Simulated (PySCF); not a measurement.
Species: C₅H₁₀N₂.
Z-matrix (Å and degrees, GFN2-xTB geometry), rows numbered from 1:
```
C 
C   1  1.3293
N   2  1.3723  1  125.60
C   3  1.4639  2  120.96  1   155.69
C   4  1.5355  3  104.03  2  -163.33
C   5  1.5425  4  102.57  3    -6.34
N   3  1.4124  2  118.67  1    13.03
H   1  1.0736  2  120.72  3   175.90
H   1  1.0744  2  121.64  3    -1.80
H   2  1.0820  1  121.49  3  -176.97
H   4  1.0987  3  111.96  2   -42.89
H   4  1.0931  3  108.81  2    76.86
H   5  1.0908  4  110.77  3   111.49
H   5  1.0871  4  112.56  3  -126.84
H   6  1.0930  5  110.13  4   -87.90
H   6  1.0886  5  113.48  4   149.28
H   7  1.0284  3  109.96  2    65.22
```

The closed-shell ground state was solved at several levels (PySCF, density fitting, gas phase, non-relativistic).

```json
{"level": "PBE0/pcSseg-1", "basis functions": "169", "HOMO (eV)": "-5.41", "LUMO (eV)": "0.85", "gap (eV)": "6.26", "dipole (D)": "2.83"}
{"level": "wB97X-D/def2-SVPD", "basis functions": "220", "HOMO (eV)": "-7.26", "LUMO (eV)": "2.15", "gap (eV)": "9.41", "dipole (D)": "2.79"}
```

Task: Estimate the row for B3LYP/pcJ-1, a basis of 289 functions; the other rows only guide the guess.

Result: HOMO -5.18 eV, LUMO 0.60 eV, gap 5.78 eV, dipole 2.80 D.

Task: Over all these levels, which gives the widest orbital gap and which the narrowest?

Result: wB97X-D/def2-SVPD (range-separated hybrid) has the widest, 9.41 eV, and B3LYP/pcJ-1 (global hybrid, 20 % exact exchange) the narrowest, 5.78 eV. Functional and basis both differ between the two, so the spread mixes both effects.

Task: How far do the dipole and the HOMO energy spread over the levels?

Result: The dipole runs from 2.79 to 2.83 D (mean 2.81 D) and the HOMO from -7.26 to -5.18 eV.

One conformer stands for the species.
